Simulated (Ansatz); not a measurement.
Compare A (`[GeH3][SiH2][SiH2][SiH2][GeH3]`) with its isomer B (`[SiH3][GeH2][SiH2][GeH2][SiH3]`).

Gas-phase electronic energies from Ansatz, PBE0-D4/def2-TZVP geometries. CBS: MP2 limit from def2 TZ/QZ plus the TZ coupled-cluster correction, frozen cores. DFT in def2-TZVPP. B3LYP here is the variant with VWN-RPA as its local correlation; programs differ in this. For Ge outer-core shells are correlated without core-valence functions, which leaves a few kJ/mol of doubt a bond. Scalar relativity is left out up to krypton. One conformer a species, not always the lowest.

Problem. Which isomer does CCSD(T)/CBS put lower? Give the gap. (Best estimate.)

Solution. Computed: B, by 7.2 kcal/mol.

Problem. Give E(B) − E(A) in kcal/mol with CCSD(T)/def2-TZVPP, B2PLYP, r2SCAN-D4, BLYP-D4, LDA (SPW92), B3LYP-D4, CCSD/def2-TZVPP. (Estimate.)

Solution. The calculation gave: CCSD(T)/def2-TZVPP -6.9, B2PLYP -7.4, r2SCAN-D4 -5.8, BLYP-D4 -6.6, LDA (SPW92) -4.3, B3LYP-D4 -6.8, CCSD/def2-TZVPP -7.2. None reverses the order clearly.

Largest T1 diagnostic: 0.013.

At CCSD(T), def2-SVP lies +1.4 kcal/mol from the extrapolated value and def2-TZVPP +0.3 kcal/mol. Leaving LDA and LC-ωPBE aside and taking each functional with its dispersion term where it has one, the values, not all of them listed here, spread over 5.0 kcal/mol, from B2PLYP to B97M-V. LDA lies +0.7 kcal/mol from PBE without D4.
